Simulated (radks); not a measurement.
Question: Radial electron density D(r) = 4 pi r^2 rho(r) of an atom or ion with 39 electrons. All-electron calculation, Dirac Kohn-Sham, BLYP, spin-unpolarised, spherical densities, finite nucleus; Fermi nuclear charge, rms radius of each element as measured or else 0.836 A^(1/3) + 0.57 fm. Program: a radial shooting solver on a logarithmic mesh with Libxc functionals.

```
   r/bohr * D(r) (the largest magnitude, 76.7, reaches the edge; | marks zero)
 0.002911 |     *
 0.003761 |        *
 0.004858 |            *
 0.006275 |                 *
 0.008042 |                        *
  0.01039 |                               *
  0.01342 |                                      *
  0.01733 |                                          *
  0.02239 |                                            *
  0.02892 |                                         *
  0.03736 |                                      *
  0.04826 |                                      *
  0.06234 |                                             *
  0.08053 |                                                     *
    0.104 |                                                      *
   0.1344 |                                             *
   0.1736 |                                     *
   0.2242 |                                        *
   0.2896 |                                            *
   0.3741 |                                  *
   0.4794 |                  *
   0.6193 |           *
      0.8 |           *
    1.033 |        *
    1.335 |  *
    1.724 |*
    2.228 *
    2.877 *
```

What is the nuclear charge?

Answer: Z = 48. The innermost maximum, from 1s, lies near gamma/Z bohr with gamma = sqrt(1 - (Z/c)^2) = 0.937, here 0.0195 bohr (found: 0.0215), and its height grows with Z. The density is that of the cadmium ion Cd9+ in [Kr] 4d3; the configuration itself is not fixed sharply by these data, and Z only to a few units. D(r) has 4 maxima, at r = 0.0215, 0.0938, 0.281, 0.756 bohr, and minima at 0.0421, 0.182, 0.645 bohr, inside which lie 2.03, 11.11, 29.29 electrons.
